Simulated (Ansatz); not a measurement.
The molecule TeH, multiplicity 2 (the spin of the measured ground state). No spin–orbit coupling.

D_e counts from the fitted minimum to each atom's lowest state at the same level, without counterpoise.

Correlated levels freeze the inner cores; with def2 sets outer-core shells near the valence are correlated too.

Programs: Ansatz (an electronic-structure program) with Gaussian orbitals. Values without a source in brackets are computed. In def2 rows elements past Kr take small-core potentials, without spin–orbit coupling.

PBE/def2-TZVPP gives 2.993 eV for the bond energy D_e.

Problem. Where do these levels fall relative to PBE: r2SCAN/def2-TZVPP, B3LYP/def2-TZVPP, wB97M-V/def2-TZVPP, B2PLYP/def2-TZVPP, CCSD(T)/def2-QZVPP.

Solution. r2SCAN/def2-TZVPP -0.023; B3LYP/def2-TZVPP 0.026; wB97M-V/def2-TZVPP -0.030; B2PLYP/def2-TZVPP -0.048; CCSD(T)/def2-QZVPP -0.005 eV. 1 of 5 lie above PBE; the widest gap is to B2PLYP/def2-TZVPP.
